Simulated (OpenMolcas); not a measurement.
## Re V: effect of the level shift or regulariser

```
Program             : OpenMolcas
Basis               : ANO-RCC-VTZP [8s7p5d3f2g1h]
Scalar Hamiltonian  : DKH2, point nucleus
Active space        : 3 electrons in 5 orbitals (5d)
State averaging     : 2S+1 = 4 even, 10 roots; 2S+1 = 2 even, 40 roots
Spin-orbit coupling : state interaction with AMFI integrals over the reference wave functions, term energies averaged over their components
```

Methods on the same reference wave functions:
A. CASSCF
B. MS-CASPT2, IPEA 0.25 Eh, imaginary shift 0.1 Eh (closed shells correlated: 5s 5p)
C. MS-CASPT2, IPEA 0.25 Eh, real shift 0.2 Eh (closed shells correlated: 5s 5p)
D. MS-CASPT2, IPEA 0.25 Eh, sigma2 regulariser 0.3 Eh (closed shells correlated: 5s 5p)

Energies in cm⁻¹ above 5d³ ⁴F_3/2, the measured ground level; measured values from the list in Brasseur, Gamrath and Quinet, At. Data Nucl. Data Tables 157, 101636 (2024).

```json
{"Level": "5d³ ⁴F_3/2", "A": "0.0", "B": "0.0", "C": "0.0", "D": "0.0", "Measured": "0.0"}
{"Level": "5d³ ⁴F_5/2", "A": "4570", "B": "4910", "C": "4890", "D": "4900", "Measured": "4853"}
{"Level": "5d³ ⁴F_7/2", "A": "8860", "B": "9100", "C": "9080", "D": "9090", "Measured": "8973"}
{"Level": "5d³ ⁴F_9/2 [66 %]", "A": "12323", "B": "12140", "C": "12130", "D": "12140", "Measured": "11914"}
{"Level": "5d³ ⁴P_1/2 [66 %]", "A": "17051", "B": "14870", "C": "15000", "D": "14920", "Measured": "14325"}
{"Level": "5d³ ²G_7/2", "A": "21252", "B": "19570", "C": "19590", "D": "19580", "Measured": "19013"}
{"Level": "5d³ ²H_9/2 [56 %]", "A": "21894", "B": "20670", "C": "20630", "D": "20660", "Measured": "19967"}
{"Level": "5d³ ⁴P_5/2", "A": "23123", "B": "21550", "C": "21550", "D": "21550", "Measured": "20922"}
{"Level": "5d³ ²P_1/2 [66 %]", "A": "27937", "B": "24460", "C": "24730", "D": "24550", "Measured": "23669"}
{"Level": "5d³ ²H_11/2", "A": "29725", "B": "28060", "C": "27990", "D": "28040", "Measured": "27077"}
{"Level": "5d³ ²D_5/2(1)", "A": "32683", "B": "29850", "C": "29870", "D": "29860", "Measured": "28739"}
{"Level": "5d³ ²G_9/2 [54 %]", "A": "32752", "B": "31150", "C": "31130", "D": "31140", "Measured": ""}
{"Level": "5d³ ²P_3/2 [54 %]", "A": "37285", "B": "33660", "C": "33910", "D": "33740", "Measured": ""}
{"Level": "5d³ ²F_5/2", "A": "40236", "B": "35900", "C": "35940", "D": "35900", "Measured": "34162"}
{"Level": "5d³ ²F_7/2", "A": "40338", "B": "36180", "C": "36230", "D": "36190", "Measured": "34625"}
{"Level": "5d³ ²D_5/2(2)", "A": "60432", "B": "54720", "C": "54760", "D": "54720", "Measured": "52467"}
{"Level": "5d³ ²D_3/2(2)", "A": "60444", "B": "54680", "C": "54690", "D": "54680", "Measured": ""}
```

Deviations, from unrounded energies. A percentage is the sum of absolute deviations over the sum of measured energies, with the sign that they share, or ± where signs differ.

```tsv
Against measurement	Levels	A	B	C	D
mean absolute deviation (cm-1)	13	3100	870	900	880
fine structure of the ground term (%)	3	±3.1	+1.6	+1.4	+1.5
other terms of the ground configuration (%)	10	+14.4	+4.0	+4.1	+4.0
```

B, C, D lie about equally close to measurement and A furthest from it. The largest miss of B in the table is 5d³ ²D_5/2(2), by +2300 cm-1. The ranking rests on the paired levels alone, and a cruder setting can come out closer through cancelling errors.

Among B to D the level of the table that moves most is 5d³ ²P_1/2 [66 %], by 270 cm-1 (lowest in B, highest in C). Moves below CASPT2's spread within the term are not significant.

The mean deviations of B to D differ by less than CASPT2's widest spread within a term (480 cm-1), so their order carries little weight.

From A to B the spin-free energies of the other terms of 5d³ shown, above ⁴F, scale by factors of 0.74 to 0.88, as is usual when dynamic correlation screens the repulsion within a d or f shell.

The lowest spin-free term lies below A's lowest term by 0.246 hartree in B, 0.246 hartree in C, 0.246 hartree in D.

CASPT2 breaks the degeneracy within a term, and the mean is taken; among the terms shown or strongly mixed into the levels shown the widest spread is 480 cm-1 (5d³ ⁴F, D). Without dynamic correlation excited terms often stand tens of per cent too high (terms of higher spin than the ground term too low), and those without a measured partner can miss by more than the paired ones (holds for A). Measured partners are found by configuration, term and J. A level has none where our copy of the source lacks it or the pairing is in doubt (some pairs that miss far off the trend of their configuration count as doubtful), and it then counts in no deviation. Only configurations of the active space appear. Levels that lie high or do not pair safely by name in every column are left out.

A share in square brackets marks a mixed level and gives the weight of the term that names it, the lowest over the columns. A number in round brackets counts repeated terms of one configuration in the order of the reference energies.
